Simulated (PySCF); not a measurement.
HCl$_{3}$OZr (SMILES [OH][Zr]([Cl])([Cl])[Cl]), singlet, at a GFN2-xTB geometry (such geometries of metal compounds can be far from the true shape) (core potentials on Zr). Base run: SVWN5/def2-SVP (PySCF).

PySCF was given this input:
```python
from pyscf import gto, scf, dft

mol = gto.M(
    atom='''
Zr   -0.293985    0.170529    0.005257
Cl    1.512913    1.302489   -0.752786
Cl    0.453025   -0.609381    1.993864
Cl   -0.236011   -1.696572   -1.272012
O    -1.868833    1.084038    0.033418
H    -2.698716    1.565421    0.048257
''',
    basis='def2-svp',
    ecp={'Zr': 'def2-svp'},
    charge=0,
    spin=0,
    verbose=3,
)

mf = dft.RKS(mol)
mf.xc = 'lda,vwn'
mf.kernel()
```

Each row names what was changed in the base input (with any setting that the change needs).

```tsv
change	ΔE vs base (µEh)	dipole (D)	outcome
base	0.0	3.84	converged
auxbasis = even-tempered beta=2.0	(withheld)	3.84	converged
auxbasis = cc-pvtz-ri	-	-	stopped with an error
auxbasis = cc-pvqz-jkfit	-	-	stopped with an error
auxbasis = cc-pvtz-jkfit	-	-	stopped with an error
auxbasis = autoaux	-35.9	3.84	converged
auxbasis = cc-pvdz-jkfit	-	-	stopped with an error
auxbasis = def2-universal-jkfit	-73.7	3.84	converged
auxbasis = default (with mf = mf.density_fit())	-259	3.84	converged
auxbasis = def2-tzvp-ri	-	-	stopped with an error
```

Problem. Complete the blanks.

Solution. 
- auxbasis = even-tempered beta=2.0, ΔE vs base (µEh): -501

A fitting set is made for a task (jfit for Coulomb, jkfit for Coulomb and exchange, ri for correlation) and for a family of orbital bases.

- auxbasis = cc-pvtz-ri: ended with `pyscf.lib.exceptions.BasisNotFoundError: Basis set not found for Zr in cc-pvtz-ri`
- auxbasis = cc-pvqz-jkfit: ended with `pyscf.lib.exceptions.BasisNotFoundError: Basis set not found for Zr in cc-pvqz-jkfit`
- auxbasis = cc-pvtz-jkfit: ended with `pyscf.lib.exceptions.BasisNotFoundError: Basis set not found for Zr in cc-pvtz-jkfit`
